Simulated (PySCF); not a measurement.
Delta-SCF ions had no search for a lower state. Excitations are Tamm–Dancoff values on a coarser integration grid. The basis has no diffuse functions, so Rydberg states are missing or too high.

Cartesian coordinates (Å):
SMILES: C=C=CSC
```xyz
11

C      1.8196     0.4103     0.7984
C      1.0936    -0.4246     0.1141
C      0.3665    -1.2600    -0.5712
S     -1.3192    -1.0744    -1.0035
C     -1.6905     0.5096    -0.2561
H      1.8932     0.3437     1.8806
H      2.3889     1.1980     0.3122
H      0.7961    -2.1869    -0.9403
H     -1.0660     1.2952    -0.6829
H     -1.5442     0.4721     0.8239
H     -2.7379     0.7171    -0.4752
```
Charge 0, multiplicity 1.

Q: What is the computed HOMO, T1 excitation (TDA), vertical ionisation energy (Delta-SCF), total energy, S1–T1 gap (TDA), S1 excitation (TDA), dipole moment and brightest of the four lowest singlets (TDA) (ωB97X-D3(BJ)/def2-TZVP // PBE0-D3(BJ)/def2-TZVP in PySCF)?

A: 
```yaml
HOMO: -8.37 eV
T1 excitation (TDA): 4.27 eV
vertical ionisation energy (Delta-SCF): 8.21 eV
total_energy: -15083.89 eV
S1–T1 gap (TDA): 0.51 eV
S1 excitation (TDA): 4.79 eV
dipole_moment: 1.32 D
brightest of the four lowest singlets (TDA): 6.43 eV
```
